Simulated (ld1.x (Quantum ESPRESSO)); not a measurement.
## Pseudopotential generation for Ti: ultrasoft, Wu–Cohen, scalar-relativistic.

```
Element                 : Ti
Generator               : ld1.x (Quantum ESPRESSO) 7.5
Type                    : ultrasoft
Functional              : Wu–Cohen
Relativity              : scalar-relativistic
Frozen core             : [Ar]
Valence charge          : 4
Reference configuration : 3d2 4s2 4p0
Partial waves           : 4s (bound): rcut 2.40, rcutus 3.00 bohr; 4s channel at 3.7 Ry: rcut 2.40, rcutus 3.00 bohr; 4p (bound, empty): rcut 3.10, rcutus 4.00 bohr; 4p channel at 2.75 Ry: rcut 3.10, rcutus 4.00 bohr; 3d (bound): rcut 2.05, rcutus 2.50 bohr; 3d channel at 1.9 Ry: rcut 2.05, rcutus 2.50 bohr
Local potential         : all-electron potential smoothed inside 2.55 bohr (lloc = -1)
Core correction         : Bessel-smoothed model core, default radius (core density twice the valence density)
Augmentation charge     : built from norm-conserving waves at rcut, not smoothed further
```

- Configuration tests: test run stopped at test 4 of 7 (negative rho)
- Lowest eigenvalue of the overlap operator: 0.24 (p channel)

A Bessel basis up to 400 Ry misses an occupied level by 0.47 Ry, so cutoffs and ghosts were not judged. The potential misses its own reference levels by up to 1.5 eV, so it is not fit for use.
